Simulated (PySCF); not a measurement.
Which element holds Cl most strongly?

CCSD(T) in PySCF with def2-TZVPPD on every atom (core potentials on Sn, Hf, Ta), for the lowest determinant that a PBE0 search found; no spin–orbit coupling. D0 is De less the harmonic zero-point energy.

| M | state (unpaired electrons) | Re (Å) | ωe (cm⁻¹) | D0(MCl) (eV) |
| --- | --- | --- | --- | --- |
| Ga | singlet (closed shell) | 2.216 | 371 | 4.75 |
| B | singlet (closed shell) | 1.726 | 836 | 5.11 |
| Hf | doublet (δ ↑) | 2.324 | 376 | 5.02 |
| Sn | doublet (π ↑) | 2.371 | 350 | 3.75 |
| Al | singlet (closed shell) | 2.150 | 478 | 5.07 |
| C | doublet (π ↑) | 1.656 | 869 | 3.96 |
| Ta | quintet (σ ↑, π ↑, δ ↑↑) | 2.306 | 374 | 3.99 |

Q: Order the elements by D0 and give the energy of CCl + Ta → TaCl + C.

A: B > Al > Hf > Ga > Ta > C > Sn; ΔE = 3.96 − 3.99 = -0.03 eV at CCSD(T)/def2-TZVPPD. Close neighbours can swap at other levels.

Correlated steps freeze the inner cores (5 to 14 orbitals); shallow outer-core shells are correlated. UHF and ROHF references stand side by side, which adds small steps between rows. These are scalar-relativistic numbers at best; spin–orbit coupling would shift them, the dissociation energy most. Where the molecule has an RHF reference, its open-shell atoms are computed with UHF. States were picked by a PBE0 search and need not be the measured ground states. The state is the lowest single determinant that the PBE0 search found; with open d or f shells the true ground state can be another one.
